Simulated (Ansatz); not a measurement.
Cartesian coordinates in Å:
```
Si -1.143 0.458 -1.567
Sn -0.469 1.393 0.798
C 1.472 -0.054 1.284
C 0.794 -0.918 0.475
H -1.637 -0.947 -1.646
H -2.224 1.330 -2.112
H 0.014 0.565 -2.505
H -1.569 0.356 1.705
H 2.308 0.524 0.909
H 1.348 -0.086 2.361
H 1.049 -1.016 -0.573
H 0.057 -1.605 0.871
```

Charge 0, multiplicity 1. Sn takes the def2 core potential.

**Question.** List the PBE0/def2-TZVPP orbital energies in eV (Ansatz 0.2.0). (An estimate is asked.)

**Answer.** The calculation gave: Occupied: -1802.19, -279.45, -279.40, -144.53, -139.25, -99.18, -99.18, -99.17, -94.00, -93.80, -93.74, -27.71, -27.61, -27.55, -27.45, -27.37, -22.58, -17.40, -14.85, -14.21, -12.90, -12.54, -11.06, -9.60, -9.48, -8.86, -7.33, -6.11. Lowest empty: -1.53, -0.56, 0.17, 0.61, 1.21, 1.51, 1.79, 2.04.
